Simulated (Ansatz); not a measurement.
Calculated with Ansatz (gas phase, PBE0-D4/def2-TZVP geometries, no zero-point term in ΔE). CCSD(T)/CBS is the MP2 limit (def2-TZVPP, def2-QZVPP) plus CCSD(T) − MP2 in def2-TZVPP, frozen cores. This one scheme is used for every species. DFT in def2-TZVPP. def2 core potentials past Kr. For Br, In outer-core shells are correlated without core-valence functions, which leaves a few kJ/mol of doubt a bond. Scalar relativity is left out up to krypton. Each species was taken in one conformer, which may not be the lowest.

`[CH3][In]([OH])[F]` + HBr → `[CH3][In]([OH])[Br]` + H–F  (ligand exchange at the In–F bond)

CCSD(T)/CBS gives -20.4 kcal/mol.

(1) Another level gave -17.3 kcal/mol. Which?
A. LDA (SPW92)/def2-TZVPP
B. PBE-QIDH/def2-TZVPP
C. PBE0/def2-TZVPP
D. LC-ωPBE/def2-TZVPP

Largest T1 diagnostic among the species: 0.016.

Results:

(1) D. LC-ωPBE -17.3, PBE0 -20.3, PBE-QIDH -21.7, LDA (SPW92) -19.2 kcal/mol.

From r2SCAN to r2SCAN0 (25 % exact exchange), in def2-TZVPP and without D4, ΔE moves by −2.3 kcal/mol. At CCSD(T), def2-SVP lies +3.0 kcal/mol from the extrapolated value and def2-TZVPP +0.4 kcal/mol. Leaving LDA and LC-ωPBE aside and taking each functional with its dispersion term where it has one, the values, not all of them listed here, spread over 5.5 kcal/mol, from PBE-QIDH to BLYP-D4. LDA lies −1.5 kcal/mol from PBE without D4.
